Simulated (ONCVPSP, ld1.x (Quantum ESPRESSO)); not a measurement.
## Potentials for P (Z = 15) compared

Generated with ld1.x 7.5 (TM, RRKJ, ultrasoft, PAW), atompaw 4.2 or ONCVPSP 4.0.1. The cutoff is in Ry: for ld1.x and atompaw files where the sum of valence levels is converged to 10 mRy in a Bessel basis, for ONCV files where the hardest occupied wave has 1 mHa per electron of residual kinetic energy. The error is the largest all-electron minus pseudo excitation energy over each file’s own four to seven test configurations (ionisations up to +4, promotions, holes and added fractions of an electron), all of which were solved. The labels leave out finer settings (local radius, basis sizes, second energies), which also bear on the numbers. Spin-polarised tests are not counted. The rows are a selection from randomly drawn settings: files with unsolved tests, undetermined cutoffs or missed reference levels are left out.

```csv
potential,cutoff (Ry),largest error (meV),bound ghosts
"ONCV, PBEsol, scalar-relativistic, rc 1.45/1.50/1.40 (spd), local smoothed, core correction yes, reference 3s2 3p2, qcut 3.5/5/7.8, projectors 2/2/2",71,+36,none
"ultrasoft, PBE, non-relativistic, rc 1.75/1.45 (sp), local smoothed, core correction yes, reference 3s2 3p3",10,+48,none
"ONCV, PBE, scalar-relativistic, rc 1.30/1.70 (sp), local s, core correction yes, reference 3s2 3p3, qcut 5.4/4.8, projectors 0/2",23,+31,none
"TM, LDA (PZ), non-relativistic, rc 1.35/1.50/1.55 (spd), local p, core correction yes, reference 3s2 3p1.5",35,+13,none
"ONCV, PBE, scalar-relativistic, rc 1.50/1.55 (sp), local smoothed, core correction yes, reference 3s2 3p1.5, qcut 4/5.7, projectors 2/2",37,+25,none
"ONCV, PBE, scalar-relativistic, rc 1.05/0.70 (sp), local smoothed, core correction yes, reference 2s2 2p6 3s1.75 3p3.25, qcut 10.2/24.2, projectors 2/2",378,+3.3,none
```

**Question.** Fill in the row for P: ONCV, PBE, scalar-relativistic, rc 0.85/0.75 (sp), local smoothed, core correction no, reference 2s2 2p6 3s2 3p3, qcut 16.1/20.6, projectors 2/2.

**Answer.** cutoff 307 Ry, largest error +7.2 meV, bound ghosts: none.
